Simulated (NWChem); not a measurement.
Atomisation of C2HBr2F

```
C
C 1 1.3381
F 2 1.3283 1 122.43
H 2 1.0930 3 114.26 1 180.00
Br 1 1.8851 2 121.73 4 180.00
Br 1 1.8914 2 120.17 4 0.00
```
Charge 0, spin multiplicity 1.

Program: NWChem. Structure: optimised with B3LYP/def2-SVP, held to Cs symmetry and with no frequency check, so it may be a saddle point.

Basis set: def2-TZVP. The atomisation energy is electronic alone: no zero-point, thermal, spin-orbit or counterpoise terms. No value is extrapolated to the basis-set limit. Free atoms are single determinants with multiplicities F 2, C 3, Br 2, H 2. Correlated methods freeze the same cores in atoms and molecule, 21 orbitals in all.

The Hamiltonian is non-relativistic. B3LYP has NWChem's definition, with VWN1-RPA local correlation. The structure started from a generated list of species. No SCF solution was tested for a lower state. Open-shell Hartree-Fock references start from PBE0 orbitals.

Order these methods by the atomisation energy they give, lowest first: B3LYP, PBE0, CAM-B3LYP, MP2.

B3LYP (489.7 kcal/mol), CAM-B3LYP (493.2 kcal/mol), PBE0 (505.6 kcal/mol), MP2 (506.9 kcal/mol)
